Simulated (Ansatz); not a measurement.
This geometry of C2H10N2SSi (16 atoms, charge 0, multiplicity 1) is a first-order saddle point.

Computed with RKS PBE/def2-SVP (Ansatz).

```xyz
16
Properties=species:S:1:pos:R:3
C -0.244 -1.827 -0.881
C 0.274 -0.573 -0.136
N 0.787 -0.896 1.161
S 1.575 0.225 -1.331
Si -1.062 0.785 0.029
N -0.311 2.192 0.769
H -0.092 -2.718 -0.242
H 0.276 -1.998 -1.844
H -1.331 -1.768 -1.100
H 1.039 -0.044 1.680
H 1.620 -1.498 1.107
H 1.966 1.183 -0.441
H -1.671 0.995 -1.334
H -2.145 0.361 0.991
H -0.869 2.703 1.458
H 0.168 2.858 0.156
```

(1) Which two structures does it join? (They come from a converged band through this point; their orientation in space is the band's.)

(2) How far does it lie above each of them?

## Answers

(1) No bond is made or broken. The dihedral H9–C1–C2–S4 goes from -176 to -56°. The two ends are copies of one structure, up to a mirror image or an exchange of like atoms.

First end point:

```xyz
16
Properties=species:S:1:pos:R:3
C -0.278 -1.845 -0.803
C 0.216 -0.607 -0.058
N 0.454 -0.886 1.322
S 1.784 -0.026 -1.050
Si -0.968 0.890 -0.214
N -0.190 2.249 0.587
H 0.470 -2.666 -0.746
H -0.465 -1.633 -1.875
H -1.219 -2.209 -0.340
H 0.721 -0.036 1.835
H 1.192 -1.591 1.454
H 2.128 0.921 -0.131
H -1.297 1.078 -1.673
H -2.245 0.660 0.558
H -0.796 2.867 1.133
H 0.470 2.812 0.043
```

Last end point:

```xyz
16
Properties=species:S:1:pos:R:3
C -0.228 -1.812 -0.887
C 0.266 -0.569 -0.147
N 0.809 -0.903 1.131
S 1.526 0.266 -1.369
Si -1.086 0.771 0.057
N -0.318 2.170 0.796
H -1.005 -2.321 -0.282
H 0.604 -2.532 -1.051
H -0.654 -1.558 -1.878
H 1.079 -0.060 1.653
H 1.633 -1.515 1.055
H 1.941 1.189 -0.456
H -1.727 0.998 -1.289
H -2.144 0.337 1.042
H -0.870 2.680 1.491
H 0.151 2.837 0.177
```

(2) 0.160 eV above the first and 0.161 eV above the second. This is the barrier of this one path; another mechanism may lie lower.

Run time: 2.3 min on 2 threads of AMD EPYC 7B13 (Zen 3), on a shared host, peak memory 0.22 GiB.
